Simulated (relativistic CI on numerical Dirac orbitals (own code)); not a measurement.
Rh²⁺: 4s photoemission

Computed with this model: Dirac-Coulomb-Breit CI, KLI orbitals optimised for each configuration, QED by a radiative potential, valence Slater integrals scaled by 0.9, multiplet model of photoemission in the sudden approximation; configurations [Kr] 4d7 → [Ar] 3d10 4s 4p6 4d7; 300 K; Lorentzian 2.8 eV and Gaussian 0.6 eV FWHM. Energies are those of the free ion, without screening or charge transfer. The energies are binding energies and can lie tens of eV above those of solids. Without intra-shell correlation the exchange splitting of an s hole comes out too large, often by half or more. S is read from ⟨S²⟩ = S(S + 1).

Field parameters in Wybourne normalisation: Oh B⁴₀ = 21Dq, B⁴₄ = √(5/14) B⁴₀. The field is a parameter set, without covalency.

Computed curve for free ion, scaled to 100 at the maximum (points under 2 are left out and the grid is thinned):

(Energy (eV), Intensity): (105.6, 2.1), (106.4, 2.4), (106.8, 2.6), (107.6, 3.0), (108.4, 3.6), (109.2, 4.4), (109.6, 4.9), (110.4, 6.1), (111.2, 7.9), (111.6, 9.2), (112.4, 12.6), (113.2, 18.5), (114.0, 29.1), (114.4, 37.6), (115.2, 64.6), (116.0, 96.2), (116.4, 100.0), (117.2, 75.4), (118.0, 46.6), (118.8, 31.3), (119.2, 27.5), (120.0, 24.6), (120.8, 27.0), (121.6, 36.7), (122.0, 44.8), (122.8, 59.5), (123.6, 52.3), (124.0, 42.6), (124.8, 25.6), (125.6, 15.9), (126.4, 10.7), (126.8, 9.0), (127.6, 6.6), (128.4, 5.1), (128.8, 4.5), (129.6, 3.7), (130.4, 3.0), (131.2, 2.6), (131.6, 2.4), (132.4, 2.0)

The ground state has S = 1.49, and the centroid lies at 118.77 eV.
